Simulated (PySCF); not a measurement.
Two species compared at the same levels of theory.

First species: C5H15NOSi2.
InChI=1S/C5H15NOSi2/c1-3-5(7-2)4-8-6-9-5/h6H,3-4,8-9H2,1-2H3/t5-/m1/s1

Second species: C5H15NOSi2.
SMILES: `[Si@H](OCC)(NC)/C=C\[SiH3]`

Levels: PBE0/pcSseg-1 for HOMO energy, LUMO energy and HOMO–LUMO gap. Geometries: GFN2-xTB. Each structure is a single optimised conformer of the isolated species, non-relativistic unless stated; the electronic structure was computed with PySCF and density fitting.

Dipoles, sizes and rotational constants follow the conformer. The torsions of the flexible species, by atom-mapped SMILES:
- `[CH3:1][CH2:2][O:3][Si@H:4](/[CH:5]=[CH:6]\[SiH3:7])[NH:8][CH3:9]`: C1–C2–O3–Si4 175°, C2–O3–Si4–C5 180°, O3–Si4–C5–C6 -2°, O3–Si4–N8–C9 180°

The conformers of `CC[C@]1(OC)C[SiH2]N[SiH2]1` aren't listed.

Values for the first species:

| Quantity | Value |
| --- | --- |
| HOMO energy | -6.92 eV |
| LUMO energy | 0.52 eV |
| HOMO–LUMO gap | 7.44 eV |

Problem. Estimate the same properties for the second species, and the change in each.

Solution. 
| property | first | second | second less first |
| --- | --- | --- | --- |
| HOMO energy | -6.92 eV | -6.71 eV | +0.21 eV |
| LUMO energy | 0.52 eV | -0.74 eV | -1.26 eV |
| HOMO–LUMO gap | 7.44 eV | 5.97 eV | -1.47 eV |

On the second:  GFN2-xTB frequencies show an imaginary mode (29i cm⁻¹), so this geometry is no minimum at that level.
